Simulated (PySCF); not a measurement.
Input file for PySCF: R-MP2/6-31G* on SiP-, 2S+1 = 1, a spin state set in the input, which need not be the lowest, a point of a bond scan (R = 2.122 Å). Charge -1.

```python
from pyscf import gto, scf, dft, mp
from pyscf.data.elements import chemcore

mol = gto.M(
    atom='''
    Si    0.00000000    0.00000000    0.00000000
    P     0.00000000    0.00000000    2.12187900
    ''',
    basis='6-31g*',
    cart=True,
    charge=-1, spin=0, verbose=3, max_memory=1800)
mf = scf.RHF(mol)
mf.conv_tol = 1e-8
mf.max_cycle = 100
mf.kernel()
if not mf.converged:
    mf = mf.newton().run(mf.mo_coeff, mf.mo_occ)
pt = mp.MP2(mf, frozen=chemcore(mol)).run()
```

Q: What total energy does the run end on?

A: -629.8123 hartree.
